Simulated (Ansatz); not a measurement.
Relaxation of Cl3FH4NOTa (11 atoms, charge 0, multiplicity 1), to a largest force component of 0.03 eV/Å in at most 50 steps.

The calculation used RKS PBE/def2-SVP (Ansatz 0.2.0).

```xyz
11
Properties=species:S:1:pos:R:3
Ta -0.642 -0.528 0.101
F 2.290 0.544 0.293
Cl -0.711 -0.296 2.464
Cl -0.079 -0.451 -2.168
N -0.776 1.447 0.092
H -0.623 2.042 0.912
H -0.718 1.996 -0.774
Cl -2.748 -1.436 -0.121
O 0.782 -1.880 0.438
H 0.924 -2.293 1.314
H 2.386 -0.383 0.240
```

Problem. Where does it end, and by what steps?

Solution. The forces met the threshold. After 22 steps the energy has fallen by 1.103 eV; H11 moved furthest, 1.78 Å. Parted: F2–H11 (0.93 → 2.53 Å). Joined: Ta1–F2 (3.13 → 1.91 Å), O9–H11 (2.20 → 0.98 Å).

```
step  energy less start (eV)  largest force component (eV/Å)  accepted
   0                  0.0000                           0.699       yes
   1                 -0.0815                           0.262       yes
   2                 -0.1140                           0.577       yes
   3                 -0.1321                           0.536       yes
   4                 -0.1768                           0.422       yes
   5                 -0.1682                           0.667        no
   6                 -0.2130                           0.297       yes
   7                 -0.2332                           0.213       yes
   8                 -0.2407                           0.171       yes
   9                 -0.2494                           0.315       yes
  10                 -0.2758                           1.251       yes
  11                 -0.2991                           2.454       yes
  12                 -0.6030                           1.522       yes
  13                 -0.8418                           0.759       yes
  14                 -1.0090                           0.570       yes
  15                 -1.0521                           0.864       yes
  16                 -1.0683                           1.056       yes
  17                 -1.0712                           0.433       yes
  18                 -1.0892                           0.196       yes
  19                 -1.0976                           0.231       yes
  20                 -1.1019                           0.112       yes
  21                 -1.1029                           0.044       yes
  22                 -1.1031                           0.009       yes
```

```xyz
11
Properties=species:S:1:pos:R:3
Ta -0.028 0.040 0.133
F 1.836 0.462 0.228
Cl -0.148 0.286 2.491
Cl 0.125 -0.036 -2.212
N -0.979 1.754 -0.017
H -1.307 2.309 0.780
H -1.223 2.202 -0.907
Cl -1.782 -1.572 0.152
O 1.093 -1.991 0.437
H 0.552 -2.724 0.793
H 1.947 -1.966 0.912
```

Whether the end is a true minimum wasn't checked by a vibrational analysis.

The run took 64 s on 4 threads of Arm Neoverse V2, on a shared host, peak memory 0.25 GiB.
